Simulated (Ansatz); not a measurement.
Computed with Ansatz on PBE0-D4/def2-TZVP structures; ΔE is electronic, products minus reactants. CCSD(T)/CBS adds triple-zeta CCSD(T) − MP2 to the extrapolated MP2 energy (def2 sets, frozen cores). Functionals use def2-TZVPP. Each species was taken in one conformer, which may not be the lowest.

Reaction (ligand exchange at the Si–N bond): `O[Si](O)(O)N[Si](O)(O)O` + `O[SiH2]F` → `O[Si](O)(O)O[SiH2]F` + `N[Si](O)(O)O`

(1) Is it downhill or uphill in electronic energy at CCSD(T)/CBS, and by how much? (An estimate is asked.)

(2) What do these levels give: PBE-D4, r2SCAN0-D4, BHLYP-D4, ωB97X-V, B2PLYP, PBE-QIDH, BLYP, HF/def2-SVP, HF/def2-TZVPP, HF/def2-QZVPP, HF/CBS(def2), CCSD/CBS(def2)? (An estimate is asked.)

Largest T1 diagnostic among the species: 0.012.

Answers

(1) Ansatz gave: Downhill: ΔE = -0.45 eV.

(2) Computed: PBE-D4 -0.34, r2SCAN0-D4 -0.45, BHLYP-D4 -0.49, ωB97X-V -0.44, B2PLYP -0.48, PBE-QIDH -0.44, BLYP -0.49, HF/def2-SVP -0.52, HF/def2-TZVPP -0.68, HF/def2-QZVPP -0.70, HF/CBS(def2) -0.70, CCSD/CBS(def2) -0.49 eV.

From PBE to PBE0 (25 % exact exchange), in def2-TZVPP and without D4, ΔE moves by −0.04 eV. In def2-TZVPP, CCSD(T) changes the Hartree–Fock value by +0.24 eV (the triples alone add +0.04 eV) and MP2 by +0.25 eV.
